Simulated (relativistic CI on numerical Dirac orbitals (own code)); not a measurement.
# Zn³⁺: sensitivity of the levels to the model

Base calculation: Dirac-Coulomb-Breit CI, separate exchange-only KLI orbitals for each configuration, model QED, valence Slater integrals scaled by 0.85, P86 correlation energy added to each configuration.

CI space (outside the closed core [Ne] 3s2): 3p⁶3d⁹, 3p⁶3d⁸4s, 3p⁶3d⁸4p, 3p⁶3d⁸4d, 3p⁶3d⁸5s, 3p⁶3d⁷4s², 3p⁶3d⁸5p, 3p⁶3d⁸4f, 3p⁶3d⁸5d, 3p⁵3d¹⁰, 3p⁶3d⁷4s4p, 3p⁶3d⁸5f, 3p⁶3d⁸5g, 3p⁶3d⁷4p², 3p⁶3d⁷4s4d. Levels of other configurations are missing.

Variants: (1) Slater integrals left unscaled; (2) self-excluded LDA correlation estimate; (3) Breit term removed; (4) one mean potential for all configurations. Shifts of the energy above 3p⁶3d⁹ ²D5/2, in cm⁻¹, for the lowest level and the first level of each name with at least 55 % of one term (blank where a level changes its place among those of its configuration and J or its character, or is not in the variant):

```
           Level      Base     Δ(1)    Δ(2)    Δ(3)     Δ(4)  Measured
    3p⁶3d⁹ ²D5/2       0.0      0.0     0.0     0.0      0.0       0.0
    3p⁶3d⁹ ²D3/2    2673.5    +20.7    +0.1  +194.1   -103.8    2759.1
  3p⁶3d⁸4s ⁴F9/2  125714.8  -2629.7  +180.6  -189.9   -512.9  128729.8
  3p⁶3d⁸4s ⁴F7/2  127302.1  -2590.5  +180.8  -120.7   -469.0  130366.1
  3p⁶3d⁸4s ⁴F5/2  128707.2  -2599.7  +180.8   -39.5   -433.7  131804.5
  3p⁶3d⁸4s ⁴F3/2  129662.7  -2589.6  +180.7   +10.5   -413.1  132777.3
  3p⁶3d⁸4s ²F7/2  132641.8  -1522.0  +185.4  -137.1   -295.9  135951.2
  3p⁶3d⁸4s ²F5/2  135116.7  -1467.0  +185.5   -22.6   -237.6          
  3p⁶3d⁸4s ²D3/2  146590.7   +819.2  +182.2  -210.3   -556.9  149190.8
  3p⁶3d⁸4s ⁴P3/2  148774.2   +925.5  +184.9  -117.8   -541.0  151249.5
  3p⁶3d⁸4s ⁴P1/2  148960.3   +970.9  +185.5  -142.8   -549.4  151392.4
  3p⁶3d⁸4s ²P3/2  154192.7  +2105.0  +186.9  -108.5   -363.8  157074.8
  3p⁶3d⁸4s ²P1/2  155028.0  +2174.6  +187.1  -151.7   -349.0  157929.5
  3p⁶3d⁸4s ²G9/2  156507.6  +2446.6  +183.3   -23.9   -581.3          
  3p⁶3d⁸4s ²G7/2  156541.6  +2449.6  +183.4   -28.8   -580.1          
  3p⁶3d⁸4s ²S1/2  196453.5  +9320.7  +188.2  -227.5   -826.8  199369.0
 3p⁶3d⁸4p ⁴D°7/2  197737.2  -2973.8  +905.8  -190.6  +1911.5  201319.0
 3p⁶3d⁸4p ⁴D°5/2  200029.2  -2953.5  +905.9   -87.4  +1985.4  203684.6
 3p⁶3d⁸4p ⁴G°9/2  200603.5  -2428.4  +904.8  -171.1  +2038.4  204447.0
3p⁶3d⁸4p ⁴G°11/2  201244.8  -2551.4  +904.5  -133.9  +2001.1  205261.0
 3p⁶3d⁸4p ⁴D°3/2  201755.0  -2949.7  +905.9    +0.4  +2038.3  205453.0
 3p⁶3d⁸4p ⁴G°7/2  202081.4  -2504.7  +904.7   -72.6  +2079.2  205991.0
```

For a near-neutral ion this model can misplace configurations by up to about 10,000 cm⁻¹ (more where the count of f electrons changes) and terms by 10 to 25 % of their spread. Rates follow the energies as ν³ (E1, M1) or ν⁵ (E2), so they and the lifetimes can be off by large factors. The fine structure of a lone outer electron comes out too small, for d and f at times inverted, and misplaced configurations move strength between like terms. 55 of the 58 excited levels that our extract of the measured tables holds in this range could be paired (the sources list more); they are missed by 3687 cm⁻¹ on average and 5893 at most, and levels without a partner can miss by more.

Measured levels: Sugar and Musgrove, J. Phys. Chem. Ref. Data 24, 1803 (1995).

Ionisation energy from the two ground configurations alone: base 58.69 eV; Slater integrals left unscaled 58.41 eV; self-excluded LDA correlation estimate 59.2 eV. The NIST ASD value (measured) is 59.573 eV.

LS names give the leading component of a level, which can be under half, so a name can repeat, a term be missing and a line seem to break the LS rules.
